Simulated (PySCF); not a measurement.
Sn(H)2(F)(Vi), SMILES [SnH2]([F])[CH]=C, PBE0/def2-SVP optimised geometry.

```
9

Sn     0.06    -1.52     0.00
F     -0.46    -2.31    -1.71
C     -0.69     0.47     0.00
C      0.14     1.52    -0.08
H      1.77    -1.52     0.00
H     -0.66    -2.55     1.16
H     -1.77     0.64     0.06
H     -0.24     2.55    -0.08
H      1.22     1.41    -0.15
```

Density from PBE0/def2-TZVP, def2 effective core potentials past Kr (PySCF 2.14.0) at that geometry. The core electrons that the potentials of Sn replace are not part of the density.

Minimum of the electron density along straight lines between bonded atoms, close to the bond critical point (lines longer than 1.1 times the sum of covalent radii, or with two minima, are not listed):

```
bond    length / Å  ρ at the minimum / e bohr⁻³  ∇²ρ there / e bohr⁻⁵  position (fraction from the first atom)
------  ----------  ---------------------------  --------------------  ---------------------------------------
Sn1–F2       1.949                        0.114                  0.55                                     0.52
Sn1–C3       2.126                        0.111                  0.13                                     0.51
C3–C4        1.336                        0.347                 -1.04                                     0.50
Sn1–H5       1.712                        0.114                  0.06                                     0.63
Sn1–H6       1.711                        0.115                  0.07                                     0.63
C3–H7        1.096                        0.275                 -0.95                                     0.65
C4–H8        1.097                        0.277                 -0.97                                     0.65
C4–H9        1.096                        0.278                 -0.97                                     0.65
```
